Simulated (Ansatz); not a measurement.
This geometry of CH$_{5}$SSb (8 atoms, charge 0, multiplicity 1) is a first-order saddle point.

Theory: RKS PBE/def2-SVP in Ansatz 0.2.0.

```xyz
8
Properties=species:S:1:pos:R:3
C -0.790 0.946 -0.470
Sb 1.252 0.147 -0.299
S 0.858 -0.949 1.921
H -0.886 1.827 0.192
H -1.515 0.169 -0.165
H -0.969 1.255 -1.519
H 0.847 -1.287 -1.206
H 1.296 -2.164 1.489
```

Q: Which two structures does it join? (They come from a converged band through this point; their orientation in space is the band's.)

A: No bond is made or broken. The dihedral C1–Sb2–S3–H8 goes from 51 to -116°.

Initial state:

```xyz
8
Properties=species:S:1:pos:R:3
C -0.736 0.821 -0.393
Sb 1.371 0.198 -0.444
S 1.407 -0.936 1.765
H -0.843 1.632 0.352
H -1.390 -0.027 -0.117
H -1.024 1.202 -1.394
H 0.998 -1.236 -1.364
H 0.309 -1.711 1.539
```

Final state:

```xyz
8
Properties=species:S:1:pos:R:3
C -0.800 0.857 -0.479
Sb 1.218 0.007 -0.282
S 0.662 -1.697 1.437
H -0.985 1.537 0.375
H -1.556 0.051 -0.481
H -0.857 1.432 -1.425
H 0.936 -1.122 -1.573
H 1.473 -1.123 2.371
```

Q: How far does it lie above each of them?

A: 0.072 eV above the first and 0.107 eV above the second. This is the barrier of this one path; another mechanism may lie lower.

The run took 2.8 min on 1 thread of Intel(R) Xeon(R) Processor @ 2.70GHz, with other jobs on the host, peak memory 0.13 GiB.
